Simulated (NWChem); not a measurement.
Molecule: C₃H₄O₂; SMILES O1C=COC1

```xyz
9

C     -0.6652    -0.0480    -0.9758
C      0.6652    -0.0480    -0.9758
O      1.1507     0.0747     0.3197
C      0.0000    -0.1144     1.1432
O     -1.1507     0.0747     0.3197
H     -1.3948    -0.0852    -1.7690
H      1.3948    -0.0852    -1.7690
H      0.0000     0.6200     1.9534
H      0.0000    -1.1427     1.5447
```
Atoms are numbered in this order, from 1.

Computed with NWChem. Pople sets run with spherical d functions. The geometry was optimised at B3LYP/6-31G* (spherical d). Vzz is the largest principal value of the second derivative of the potential at the nucleus (NWChem prints the opposite sign); η is the asymmetry. Non-relativistic.

```
level                   Vzz O5 (a.u.)  η O5  relative time
----------------------  -------------  ----  -------------
Hartree-Fock/6-31G*            -1.900  0.93              1
Hartree-Fock/def2-TZVP         -1.958  0.96              5
CAM-B3LYP/6-31G*               -1.756  0.96              6
```

The last column is a rough cost ratio, cheapest run = 1.
